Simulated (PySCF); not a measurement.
Input of a run (PBE0-D3(BJ)/def2-SVP geometry optimisation, gas phase, def2 core potentials past Kr (PySCF 2.14.0)), started from a GFN2-xTB structure with every atom displaced at random (by about 0.03 Å):
```
{"job": {"xc": "PBE0", "basis": "def2-SVP", "d3": "d3bj", "grid": 1, "maxiter": 30, "shake": 0.03, "kind": "geom"}, "charge": 0, "multiplicity": 1}
Pd     0.056330    -0.069540     0.011130
P     -0.018270    -0.019360     2.395430
H      0.599010     0.938950     3.138130
H      0.601240    -1.052050     3.141260
H     -1.165410     0.060560     3.132470
P      2.248560     0.018050    -0.811100
H      3.154810    -1.066040    -0.595090
H      3.256650     0.958780    -0.446080
H      2.582640     0.116150    -2.090410
P     -1.150250     1.966060    -0.756510
H     -0.740340     3.253330    -0.475990
H     -2.442910     2.266510    -0.447120
H     -1.415650     2.285660    -2.160450
P     -1.175050    -1.949890    -0.791860
H     -0.665950    -3.271510    -0.565260
H     -1.332780    -2.174010    -2.137640
H     -2.421180    -2.262240    -0.480670
```

Output (energies in Eh, forces in Eh/bohr):
```
step   0  E = -1499.56387972  max force = 0.063300
step   1  E = -1499.58536078  max force = 0.007107
step   2  E = -1499.58610922  max force = 0.005890
step   3  E = -1499.58651720  max force = 0.002794
step   4  E = -1499.58661770  max force = 0.001617
step   5  E = -1499.58667058  max force = 0.000368
step   6  E = -1499.58667291  max force = 0.000328
optimisation converged
```

Task: Summarise the run.

Result: The energy falls by 0.620 eV over 7 energy and gradient evaluations, the largest force component goes from 0.0633 to 3.3e-04 Eh/bohr, and the atoms move by 0.084 Å rms after alignment. The bond that changes most is Pd1–P10 (ends: palladium bonded to 4 P; phosphorus bonded to Pd and 3 H), which shortens by 0.145 Å. Bonds longer at the end by more than 0.005 Å: 8 of 16; shorter: 5. Among the angles that change most is P6–Pd1–P14, from 113.2° to 108.7°. The energy never rose by more than 1e-6 Eh on the way. The first step brought 94 % of the lowering.

Task: What are the final bond lengths?

Result: Pd1–P2 2.345 Å, Pd1–P6 2.341 Å, Pd1–P10 2.342 Å, Pd1–P14 2.343 Å, P2–H3 1.428 Å, P2–H4 1.428 Å, P2–H5 1.428 Å, P6–H7 1.428 Å, P6–H8 1.428 Å, P6–H9 1.428 Å, P10–H11 1.428 Å, P10–H12 1.428 Å, P10–H13 1.428 Å, P14–H15 1.428 Å, P14–H16 1.428 Å, P14–H17 1.428 Å. Numbering counts from 1 in the input's order; the species is Pd(PH3)4 (`[PH3]->[Pd](<-[PH3])(<-[PH3])<-[PH3]`).

The run used 163 basis functions and 51 SCF cycles in all.

Whether it is a minimum is left open (no frequencies).
